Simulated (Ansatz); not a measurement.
```yaml
crystal:
  periodic: [false, false, false]
  atoms:
    - {symbol: O, position_ang: [0.029204, 2.199297, 0.167680]}
    - {symbol: C, position_ang: [-0.939754, 1.459839, 0.079667]}
    - {symbol: B, position_ang: [-0.352417, 0.191185, 0.714844]}
    - {symbol: Ge, position_ang: [0.719194, -1.157724, -0.413556]}
    - {symbol: H, position_ang: [-1.891284, 1.796754, -0.367528]}
    - {symbol: H, position_ang: [-0.418678, 0.093658, 1.903055]}
    - {symbol: H, position_ang: [2.094873, -1.452033, 0.205880]}
    - {symbol: H, position_ang: [-0.070322, -2.482634, -0.440937]}
    - {symbol: H, position_ang: [0.917684, -0.694644, -1.866206]}
basis:
  gaussian: {orbitals: def2-TZVPP}
hamiltonian: {xc: {name: HF}}
correlation: {method: mp2, frozen_orbitals: {O: 0}}
```

```sh
$ ansatz run in.yaml --threads 2 --pin off --events-out ev --progress --plain --max-ram 4352MiB
```

**Question.** How does Ansatz answer? (Best estimate.)

**Answer.** Computed: The program refused the input.
```
Functional definition: HF
Error: "frozen_orbitals" has no count for C
```
